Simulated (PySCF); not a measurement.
Isomers of C5H5F2NO2.

All values: B3LYP/def2-SVPD (PySCF) at PBE0-D3(BJ)/def2-SVP geometries, gas phase, one conformer each. Core orbitals are frozen in the response; Δα² is half the sum of the squared differences of the principal polarisabilities.

Question: Rank by dipole moment, highest first.
A. `[N:1]#[C:2][C@@H:3]1[CH2:4][O:5][C@H:6]([F:7])[C@@H:8]([F:9])[O:10]1` with C2–C3–C4–O5 -179°, C3–C4–O5–C6 57°, C4–O5–C6–F7 68°, O5–C6–C8–F9 -74°
B. `[N:1]#[C:2][C@@H:3]1[CH2:4][O:5][C@@H:6]([F:7])[C@@H:8]([F:9])[O:10]1` with C2–C3–C4–O5 -72°, C3–C4–O5–C6 -64°, C4–O5–C6–F7 -99°, O5–C6–C8–F9 -86°
C. `[CH3:1][C:2](=[O:3])[CH2:4][O:5][C:6]([F:7])([F:8])[C:9]#[N:10]` with C1–C2–C4–O5 -178°, C2–C4–O5–C6 94°, C4–O5–C6–F7 -51°
D. `[N:1]#[C:2][C@:3]1([O:4][CH:5]([F:6])[F:7])[CH2:8][CH2:9][O:10]1` with C2–C3–O4–C5 68°, C3–O4–C5–F6 157°

Answer: C (6.07 D), D (4.81 D), A (2.97 D), B (2.07 D).

All values together:

| SMILES | μ (D) | HOMO (eV) | LUMO (eV) | α (Å³) | Δα (Å³) |
| --- | --- | --- | --- | --- | --- |
| CC(=O)COC(F)(F)C#N | 6.07 | -7.79 | -1.44 | 10.78 | 4.73 |
| N#C[C@@H]1CO[C@@H](F)[C@@H](F)O1 | 2.07 | -8.86 | -0.48 | 10.27 | 3.30 |
| N#C[C@@H]1CO[C@H](F)[C@@H](F)O1 | 2.97 | -8.50 | -0.65 | 10.34 | 4.14 |
| N#C[C@]1(OC(F)F)CCO1 | 4.81 | -8.83 | -0.81 | 10.43 | 2.76 |

Conformers: `[CH3:1][C:2](=[O:3])[CH2:4][O:5][C:6]([F:7])([F:8])[C:9]#[N:10]` with C1–C2–C4–O5 -178°, C2–C4–O5–C6 94°, C4–O5–C6–F7 -51°; `[N:1]#[C:2][C@@H:3]1[CH2:4][O:5][C@@H:6]([F:7])[C@@H:8]([F:9])[O:10]1` with C2–C3–C4–O5 -72°, C3–C4–O5–C6 -64°, C4–O5–C6–F7 -99°, O5–C6–C8–F9 -86°; `[N:1]#[C:2][C@@H:3]1[CH2:4][O:5][C@H:6]([F:7])[C@@H:8]([F:9])[O:10]1` with C2–C3–C4–O5 -179°, C3–C4–O5–C6 57°, C4–O5–C6–F7 68°, O5–C6–C8–F9 -74°; `[N:1]#[C:2][C@:3]1([O:4][CH:5]([F:6])[F:7])[CH2:8][CH2:9][O:10]1` with C2–C3–O4–C5 68°, C3–O4–C5–F6 157°.
